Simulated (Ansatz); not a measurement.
Two isomers of C3H10BN: A = `CCBCN`, B = `CCBNC`.

Gas-phase electronic energies from Ansatz, PBE0-D4/def2-TZVP geometries. CCSD(T)/CBS adds triple-zeta CCSD(T) − MP2 to the extrapolated MP2 energy (def2 sets, frozen cores). Functionals use def2-TZVPP. B3LYP here is the variant with VWN-RPA as its local correlation; programs differ in this. One conformer a species, not always the lowest.

Problem. Which is lower in electronic energy at CCSD(T)/CBS, and by how much? (An estimate is asked.)

Solution. Computed: B, by 35.9 kcal/mol.

Problem. Give E(B) − E(A) in kcal/mol with B3LYP, B3LYP-D4, PBE0-D4, ωB97M-V, PBE-D4, r2SCAN-D4, MP2/def2-TZVPP. (Best estimate.)

Solution. The calculation gave: B3LYP -36.4, B3LYP-D4 -36.4, PBE0-D4 -35.4, ωB97M-V -35.5, PBE-D4 -35.6, r2SCAN-D4 -35.8, MP2/def2-TZVPP -36.9. None reverses the order clearly.

Largest T1 diagnostic: 0.011.

In def2-TZVPP, CCSD(T) changes the Hartree–Fock value by −1.2 kcal/mol (the triples alone add −0.4 kcal/mol) and MP2 by −1.6 kcal/mol.
